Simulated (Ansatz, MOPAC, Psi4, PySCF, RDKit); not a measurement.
Pair of molecules: CH4 (SMILES C) (first 5 atoms) with C3H8 (SMILES CCC); geometry from B3LYP-D3(BJ)/def2-TZVP, rigid monomers moved along the line of their centres of mass till C1···H12 is 2.90 Å.
(charge 0, multiplicity 1):
```xyz
16

C      0.0176     0.1592     0.1747
H      0.1125     0.2671    -0.9049
H     -0.8960    -0.3864     0.4061
H      0.8746    -0.3891     0.5626
H     -0.0223     1.1443     0.6370
C      0.4203    -1.2755     3.5097
C      0.4896     0.2434     3.6415
C     -0.8883     0.8997     3.6301
H      1.4151    -1.7253     3.5164
H     -0.1498    -1.7146     4.3323
H     -0.0705    -1.5651     2.5776
H      1.0935     0.6519     2.8264
H      1.0105     0.5055     4.5673
H     -0.8172     1.9852     3.7229
H     -1.4191     0.6783     2.7013
H     -1.5034     0.5341     4.4563
```

Counterpoise-corrected where a basis set is named; no monomer relaxation. Rows marked so take none.

Frozen-core correlation. Rows in 6-31G* carry no dispersion term and start afresh at each structure (6-31G* with six Cartesian d functions). MP2/6-31G* freezes PySCF's default core. The state that AM1, PM3, PM6 reach isn't checked.

The values were computed with Ansatz (Gaussian orbitals); MOPAC for AM1, PM3, PM6 (differences of heats of formation); Psi4 for SAPT; PySCF for 6-31G* rows, the dispersion terms; RDKit for the force fields. Values without a source in brackets are computed.

| level | interaction energy (meV) |
|---|---|
| MMFF94 | 4.2 |
| AM1 | -1.2 |
| PM3 | -47.4 |
| PM6 | -2.1 |
| PBE-D3(BJ)/def2-TZVPPD | -33.6 |
| B3LYP-D4/def2-TZVPPD | -18.4 |
| MP2/6-31G* (no counterpoise) | 11.7 |
| CCSD(T)/aug-cc-pVDZ | ___ |
| SAPT0/jun-cc-pV(D+d)Z | ___ |

Fill in the missing entries.


- CCSD(T)/aug-cc-pVDZ, interaction energy (meV): -14.0
- SAPT0/jun-cc-pV(D+d)Z, interaction energy (meV): 7.2

Ansatz is a quantum-chemistry and plane-wave program.
